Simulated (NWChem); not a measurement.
Species: methylammonium (CH₆N cation); SMILES [NH3+]C

```xyz
8

C      0.0000     0.0000     0.8146
N      0.0000     0.0000    -0.7025
H     -1.0168     0.1956     1.1548
H      0.6778     0.7828     1.1548
H      0.3391    -0.9784     1.1548
H     -0.6253    -0.7236    -1.0803
H      0.9394    -0.1797    -1.0803
H     -0.3140     0.9034    -1.0803
```
Atoms are numbered in this order, from 1.

Computed with NWChem. Geometry: optimised at B3LYP/6-31G* (spherical d). Level: PBE/def2-SVP with COSMO at NWChem's default radii, gas-phase geometry; rows give the dielectric constant. Reactions with the solvent are ignored.

For dielectric constant 11.7:

```
Item                                       Value
-----------------------------------------  -----
electrostatic solvation energy (kcal/mol)  -68.7
```

**Question.** How do the values read with dielectric constant 2.0 instead?

**Answer.** The electrostatic solvation energy (kcal/mol) is -37.4.
